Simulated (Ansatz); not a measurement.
## Abstraction of F: GeF4 + BF2 → GeF3 + BF3

Gas-phase species: GeF4 (tetrafluorogermane) `[F][Ge]([F])([F])[F]`, singlet; BF2 `F[B]F`, doublet; GeF3 `[F][Ge]([F])[F]`, doublet; BF3 (boron trifluoride) `FB(F)F`, singlet. A radical takes F: the energy is the difference in strength between the Ge–F bond broken and the B–F bond made.

Shapes, held fixed at every level: PBE0-D4/def2-TZVP. Programs: Ansatz 0.2.0. The zero-point and thermal change to 298 K, harmonic and unscaled (PBE0-D4/def2-TZVP), is +3.8 kJ/mol.

```csv
level,kind,ΔH(298 K) (kJ/mol),less CCSD(T)/def2-TZVPP
HF/def2-SVP,Hartree–Fock,-185.5,-16.6
PBE-D4/def2-TZVPP,GGA,-189.4,-20.5
r2SCAN-D4/def2-TZVPP,meta-GGA,-177.3,-8.4
wB97M-V/def2-TZVPP,range-separated hybrid,-193.5,-24.6
wB97X-V/def2-TZVPP,range-separated hybrid,-178.2,-9.3
CCSD/def2-SVP,coupled cluster or CI,-186.3,-17.4
CCSD(T)/def2-TZVPP,coupled cluster or CI,-168.9,0.0
```

The highest level, CCSD(T)/def2-TZVPP, gives ΔH(298 K) = -168.9 kJ/mol; the levels span -193.5 to -168.9. The column of differences is taken from that level and isn't an error. No measured value is set beside it here. Open shells run unrestricted. Relativity is left out for Ge. Outer-core shells of Ge are correlated, in sets that cover them unevenly. CCSD(T)/def2-TZVPP lies outside the range of the other correlated levels here, so it shouldn't be taken on trust.
